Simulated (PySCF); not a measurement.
Compound: C₆H₁₀FN.
Numbering: `[CH3:1][CH2:2][C@@H:3]1[CH:4]=[N:5][CH2:6][C@@H:7]1[F:8]` (hydrogens: H9, H10, H11 on C1; H12, H13 on C2; H14 on C3; H15 on C4; H16, H17 on C6; H18 on C7)

Geometry (GFN2-xTB, Å), atoms numbered from 1 in this order:
```xyz
18
C6H10FN angstrom
C      2.220    0.439    0.701
C      1.315    0.145   -0.489
C      0.023   -0.563   -0.072
C     -0.797   -1.027   -1.250
N     -2.013   -0.710   -1.253
C     -2.330    0.064   -0.080
C     -1.002    0.316    0.674
F     -0.679    1.655    0.600
H      3.132    0.927    0.365
H      2.492   -0.483    1.213
H      1.723    1.098    1.408
H      1.844   -0.499   -1.197
H      1.066    1.076   -1.000
H      0.279   -1.434    0.543
H     -0.372   -1.606   -2.053
H     -3.053   -0.489    0.522
H     -2.789    1.007   -0.385
H     -1.069    0.089    1.742
```

Theory: TDDFT B3LYP/def2-SVPD, vertical, gas phase, core orbitals frozen in the response (PySCF).

List the vertical singlet excitations with oscillator strengths and describe the spectrum.

| state | λ (nm) | E (eV) | f | \|μ\| (D) | main configurations (H = HOMO, L = LUMO) |
| --- | --- | --- | --- | --- | --- |
| S1 | 235.1 | 5.27 | 0.0023 | 0.34 | H→L (99%) |
| S2 | 185.5 | 6.68 | 0.010 | 0.63 | H→L+1 (95%) |
| S3 | 170.7 | 7.26 | 0.012 | 0.66 | H→L+2 (74%), H-1→L (9%) |
| S4 | 167.3 | 7.41 | 0.108 | 1.96 | H→L+3 (41%), H-1→L (30%), H→L+2 (17%) |
| S5 | 166.2 | 7.46 | 0.038 | 1.15 | H→L+3 (46%), H-1→L (30%), H-2→L (14%) |
| S6 | 163.0 | 7.60 | 0.021 | 0.86 | H-2→L (79%), H-1→L (9%) |
| S7 | 161.7 | 7.67 | 0.0082 | 0.53 | H-1→L+1 (88%) |
| S8 | 161.1 | 7.69 | 0.0020 | 0.26 | H→L+4 (94%) |

Triplets, Tamm–Dancoff:

```json
{"state": "T1", "E (eV)": "4.48", "λ (nm)": "276.9", "main configurations (H = HOMO, L = LUMO)": "H→L (97%)"}
{"state": "T2", "E (eV)": "4.98", "λ (nm)": "248.7", "main configurations (H = HOMO, L = LUMO)": "H-1→L (91%)"}
{"state": "T3", "E (eV)": "6.63", "λ (nm)": "187.0", "main configurations (H = HOMO, L = LUMO)": "H→L+1 (94%)"}
```

The lowest singlet lies at 5.27 eV (235 nm, ultraviolet) and is very weak; its leading configuration is HOMO→LUMO (99%). The most intense listed level is S4 at 7.41 eV (167 nm, f = 0.108), 2.14 eV above S1. Löwdin shares by element: HOMO nitrogen 57%, carbon 27% or more (atoms not listed hold the other 16%); LUMO carbon 40% or more, nitrogen 36%, hydrogen 6% or more (atoms not listed hold the other 18%). Orbital energies (eV): HOMO-3 -9.27, HOMO-2 -9.07, HOMO-1 -8.21, HOMO -7.22, LUMO -0.42, LUMO+1 0.30, LUMO+2 0.88. Weighted by f, the mean energy of these states is 7.38 eV. Of the 8 states listed, 5 reach f = 0.01 and none stays under 0.0005. The window holds the lowest 8 singlets.

One conformer stands for the species.
